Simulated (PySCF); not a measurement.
PySCF input for Ge(H)(Cl)2(Me) (CH₄Cl₂Ge), SMILES [CH3][GeH]([Cl])[Cl], IEF-PCM-ωB97X/def2-SVP. The structure is a stationary point at PBE0-D3(BJ)/def2-SVP.

```python
import numpy as np
from pyscf import gto, scf, dft
from pyscf.solvent import pcm

mol = gto.M(
    atom='''
    Ge    0.37082492   -0.28621719   -0.00000000
    C    -0.55074383   -1.98161317   -0.00000001
    Cl   -0.24337694    0.83203765    1.74006419
    Cl   -0.24337694    0.83203767   -1.74006417
    H     1.90274101   -0.33134788   -0.00000001
    H    -0.27767267   -2.55362445    0.89821692
    H    -0.27767267   -2.55362444   -0.89821695
    H    -1.63451416   -1.80205474   -0.00000001
    ''',
    basis='def2-SVP',
    charge=0,
    spin=0,
    max_memory=1600,
    verbose=3,
)
mf = dft.RKS(mol, xc='wb97x').density_fit(auxbasis='def2-universal-jkfit')
mf.grids.level = 3
mf.conv_tol = 1e-9
mf.max_cycle = 100
mf.kernel()
res = {}
for name, eps in {'water': 78.355, 'ethylethanoate': 5.9867, 'chlorobenzene': 5.6968}.items():
    s = mf.PCM()
    s.with_solvent.method, s.with_solvent.eps, s.with_solvent.lebedev_order = 'IEF-PCM', eps, 29
    s.kernel(mf.make_rdm1())
    res[name] = (s.e_tot, eps, s.dip_moment(), s.mo_energy, s.converged)
    print(f'{name}: electrostatic solvation free energy {(s.e_tot - mf.e_tot) * 627.509474:.3f} kcal/mol')
```

Program output:

```
converged SCF energy = -3037.46605202722

WARN: PCM is an experimental feature. It is still in testing.
Features and APIs may be changed in the future.

converged SCF energy = -3037.4716153239
Dipole moment(X, Y, Z, Debye):  0.88940, -3.47449, -0.00000
water: electrostatic solvation free energy -3.491 kcal/mol

WARN: PCM is an experimental feature. It is still in testing.
Features and APIs may be changed in the future.

converged SCF energy = -3037.47034748754
Dipole moment(X, Y, Z, Debye):  0.81592, -3.30183, -0.00000
ethylethanoate: electrostatic solvation free energy -2.695 kcal/mol

WARN: PCM is an experimental feature. It is still in testing.
Features and APIs may be changed in the future.

converged SCF energy = -3037.47028411351
Dipole moment(X, Y, Z, Debye):  0.81247, -3.29327, -0.00000
chlorobenzene: electrostatic solvation free energy -2.656 kcal/mol
```

The calculation finished and met its thresholds.

Cost: about 2.1 core-minutes (a rough figure).
